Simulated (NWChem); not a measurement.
Species: CH6MgSi; SMILES [SiH3][Mg][CH3]

Computed with NWChem. Geometry: optimised at B3LYP/6-31G* (spherical d). Total energies compare along this basis series because the functional is fixed.

```tsv
level	basis functions	energy (Ha)	highest occupied level (eV)	orbital gap (eV)	dipole (D)
B3LYP/pcseg-1	72	-531.2848	-6.40	5.54	1.09
B3LYP/aug-pcseg-1	118	-531.2886	-6.40	5.37	1.12
B3LYP/pcseg-2	167	-531.3579	-6.37	5.40	1.22
B3LYP/STO-3G	29	-524.9498	-3.25	8.17	1.39
B3LYP/def2-SVP	80	-531.1202	-6.33	(withheld)	(withheld)
```

**Question.** Fill in the missing entries.

**Answer.** 
- B3LYP/def2-SVP, orbital gap (eV): 5.45
- B3LYP/def2-SVP, dipole (D): 1.29
